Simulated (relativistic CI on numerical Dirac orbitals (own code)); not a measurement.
Calculated at this level of theory: Dirac-Coulomb-Breit CI, KLI orbitals optimised for each configuration, model QED (radiative potential, 1s self-energy scaled to tabulated hydrogen-like ionisation energies), valence Slater integrals scaled by 0.85, P86 correlation estimate, and configurations built on the next ion tied to the tabulated ionisation energy (semi-empirical) (own radial code, finite nucleus).

Configurations in the expansion (outside the closed core 1s2): 2s2 2p5, 2s2 2p4 3s, 2s2 2p4 3p, 2s2 2p4 3d, 2s2 2p4 4s, 2s 2p6, 2p6 3s, 2s2 2p4 4p, 2s 2p5 3s, 2s2 2p4 4d, 2s2 2p4 4f, 2p6 3p, 2s 2p5 3p, 2p6 3d, 2s2 2p3 3s2, 2s2 2p3 3s 3p, 2s 2p5 3d, 2s2 2p3 3p2, 2s2 2p3 3s 3d, 2s 2p5 4s, 2s2 2p3 3p 3d, 2s 2p5 4p, 2s 2p5 4d, 2s 2p4 3s2. Levels of other configurations are missing.

Configurations that consist of the next ion and one excited electron were tied to the tabulated ionisation energy; Rydberg ones are usually within 1,000 to 3,000 cm⁻¹ and the lowest ones within about 6,000 (9,000 in d shells), while levels on excited terms of the next ion carry the error of that term, and the other configurations can be misplaced by 10,000 cm⁻¹ or more. Rates follow the energies as ν³ (E1, M1) or ν⁵ (E2), so rates, branching and lifetimes can be off by large factors. 28 of the 30 excited levels that our extract of the measured tables holds in this range could be paired (the sources list more); they are missed by 2607 cm⁻¹ on average and 18003 at most, and levels without a partner can miss by more.

Outline of the computed level scheme of Al V. Lowest level of each configuration: 2s2 2p5 2P°_3/2 at 0.000 eV; 2s 2p6 2S_1/2 at 46.720 eV; 2s2 2p4 3s 4P_5/2 at 93.468 eV; 2s2 2p4 3p 4P°_5/2 at 101.825 eV; 2s2 2p4 3d 4D_7/2 at 113.326 eV.

Some strong electric-dipole decays among the lowest 45 levels: 2s2 2p4 3s 2P_3/2 → 2s2 2p5 2P°_3/2 (4.3e+10 s⁻¹); 2s2 2p4 3s 2P_1/2 → 2s2 2p5 2P°_1/2 (3.3e+10 s⁻¹); 2s2 2p4 3s 2D_5/2 → 2s2 2p5 2P°_3/2 (1.9e+10 s⁻¹); 2s2 2p4 3s 2P_1/2 → 2s2 2p5 2P°_3/2 (1.8e+10 s⁻¹); 2s2 2p4 3s 2D_3/2 → 2s2 2p5 2P°_1/2 (1.7e+10 s⁻¹); 2s2 2p4 3s 2S_1/2 → 2s2 2p5 2P°_3/2 (1.2e+10 s⁻¹); 2s2 2p4 3d 4P_5/2 → 2s2 2p5 2P°_3/2 (7.2e+09 s⁻¹); 2s2 2p4 3s 2P_3/2 → 2s2 2p5 2P°_1/2 (7.2e+09 s⁻¹).

LS names give the leading component of a level, which can be under half, so a name can repeat, a term be missing and a line seem to break the LS rules.
